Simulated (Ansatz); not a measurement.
Compare A (`C[SiH](N)[SiH2]O`) with its isomer B (`OC([SiH3])N[SiH3]`).

Calculated with Ansatz (gas phase, PBE0-D4/def2-TZVP geometries, no zero-point term in ΔE). CCSD(T)/CBS is the MP2 limit (def2-TZVPP, def2-QZVPP) plus CCSD(T) − MP2 in def2-TZVPP, frozen cores. Functionals use def2-TZVPP. B3LYP here is the variant with VWN-RPA as its local correlation; programs differ in this. One conformer a species, not always the lowest.

**Question.** Which is lower in electronic energy at CCSD(T)/CBS, and by how much? (An estimate is asked.)

**Answer.** Computed: A, by 240.1 kJ/mol.

**Question.** Give E(B) − E(A) in kJ/mol with CCSD/def2-TZVPP, PBE0-D4, r2SCAN-D4, PBE-D4, HF/def2-TZVPP, B3LYP-D4, B3LYP. (An estimate is asked.)

**Answer.** Computed: CCSD/def2-TZVPP 233.7, PBE0-D4 239.3, r2SCAN-D4 243.5, PBE-D4 235.9, HF/def2-TZVPP 224.9, B3LYP-D4 232.4, B3LYP 232.0. None reverses the order clearly.

Largest T1 diagnostic: 0.012.

In def2-TZVPP, CCSD(T) changes the Hartree–Fock value by +8.6 kJ/mol (the triples alone add −0.2 kJ/mol) and MP2 by +15.9 kJ/mol. From PBE to PBE0 (25 % exact exchange), in def2-TZVPP and without D4, E(B) − E(A) moves by +3.4 kJ/mol.
